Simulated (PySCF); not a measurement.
From one molecule to another.

First species: C5H11NO2Si.
SMILES: `C=C[C@@H]1CCO[Si@H](N)O1`

Second species: C₆H₁₁OP.
SMILES with atom numbers: `[CH2:1]=[CH:2][P:3]([CH2:4][CH3:5])[C:6]([CH3:7])=[O:8]` (hydrogens: H9, H10 on C1; H11 on C2; H12, H13 on C4; H14, H15, H16 on C5; H17, H18, H19 on C7)

Levels: PBE0/pcSseg-1 for HOMO energy, LUMO energy and HOMO–LUMO gap. Geometries: GFN2-xTB. All species are isolated and taken at one optimised geometry, non-relativistic unless stated; the electronic structure was computed with PySCF and density fitting.

The conformers computed, where there is a choice (atom-mapped SMILES and torsion angles):
- `[CH2:1]=[CH:2][P:3]([CH2:4][CH3:5])[C:6]([CH3:7])=[O:8]`: C1–C2–P3–C4 167°, C2–P3–C4–C5 -178°, C2–P3–C6–C7 72°

The conformers of `C=C[C@@H]1CCO[Si@H](N)O1` aren't listed.

Values for the first species:

- HOMO energy: -7.59 eV
- LUMO energy: 0.16 eV
- HOMO–LUMO gap: 7.75 eV

Problem. Estimate the same properties for the second species, and the change in each.

Solution. 
| property | first | second | second less first |
| --- | --- | --- | --- |
| HOMO energy | -7.59 eV | -6.49 eV | +1.10 eV |
| LUMO energy | 0.16 eV | -1.08 eV | -1.24 eV |
| HOMO–LUMO gap | 7.75 eV | 5.41 eV | -2.34 eV |

